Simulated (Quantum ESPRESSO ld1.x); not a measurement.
Question: Coherent X-ray form factor from a spherical all-electron density. Calculated with ld1.x of Quantum ESPRESSO 7.5: Dirac Kohn-Sham, B86b exchange with PBE correlation, spin-unpolarised, spherical densities, point nucleus.

sin(theta)/lambda (1/angstrom)  f0 (electrons)
0.05                                    19.760
0.1                                     19.073
0.15                                    18.033
0.2                                     16.763
0.25                                    15.387
0.3                                     14.015
0.4                                     11.559
0.5                                      9.692
0.6                                      8.394
0.8                                      6.894
1                                        5.969
1.25                                     4.935
1.5                                      3.960
2                                        2.514

The species is in the configuration that NIST lists as its ground one. Which atom or ion scatters so?

Answer: The vanadium ion V3+, [Ar] 3d2. Extrapolating in s^2 from the first two rows gives f0(0) = 20.0, near the electron count 20; among species with that count, the fall with angle is slower the higher Z, and the table is that of Z = 23; from so few rows the species is fixed only to a neighbour or two.
